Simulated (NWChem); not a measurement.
Species: CH$_{4}$Si, singlet; SMILES C[SiH]

Computed with NWChem. Pople sets run with spherical d functions. Low-valent species are run as closed-shell singlets; no triplet was tried in these runs. Coordinates come from a PBE-D3(BJ)/def2-SVP optimisation. Core excitations by TDA in a window of 1s orbitals, non-relativistic and unshifted: absolute energies depend strongly on the exact-exchange share.

```csv
level,first 1s excitation (eV),dipole oscillator strength of the first,first state with f > 0.002 (eV),dipole oscillator strength of that state
"Si K edge, BHandHLYP/def2-TZVP",1819.1,0.0105,1819.1,0.0105
"Si K edge, PBE/cc-pVTZ",1777.5,0.0056,1777.5,0.0056
"C K edge, PBE/def2-TZVP",265.3,0.0012,270.6,0.0152
"C K edge, PBE0/6-311G**",273.7,0.0015,278.5,0.0230
```
